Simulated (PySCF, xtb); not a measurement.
C8H6. Atoms are numbered in the order given.

```xyz
14

C     -0.0651    -2.1715     0.0000
C      1.0957    -1.4760     0.0000
C      0.7338    -0.0383     0.0000
C      1.2284     1.2184     0.0000
C      0.0651     2.1715     0.0000
C     -1.0957     1.4760     0.0000
C     -0.7338     0.0383     0.0000
C     -1.2284    -1.2184     0.0000
H     -0.1665    -3.2586     0.0000
H      2.1046    -1.8896     0.0000
H      2.2763     1.5276     0.0000
H      0.1665     3.2586     0.0000
H     -2.1046     1.8896     0.0000
H     -2.2763    -1.5276     0.0000
```

Geometry optimised at ωB97X-D3(BJ)/def2-SVP.

Level of theory: C-PCM-B3LYP/def2-SVP in PySCF.

The values are the electrostatic part of the solvation free energy, E(continuum) − E(gas) at the gas-phase geometry, in a cavity of scaled van der Waals radii (PySCF's table); cavitation and dispersion terms are not included. In vacuum the orbital gap is 2.69 eV. The dipole moment in vacuum is 0.00 D.

Estimate the values in water (ε = 78.36), n-hexane (ε = 1.88), tetrahydrofuran (ε = 7.43). (Estimate from the structure and the level; the computed values follow.)


```csv
solvent,ε,ΔG(elec) (kcal/mol),dipole (D),gap (eV)
water,78.36,-2.9,0.00,2.71
n-hexane,1.88,-1.3,0.00,2.69
tetrahydrofuran,7.43,-2.5,0.00,2.70
```

For comparison, GFN2-xTB/ALPB(water) (xtb, at the GFN2-xTB geometry, all terms of that model) gives -0.9 kcal/mol.
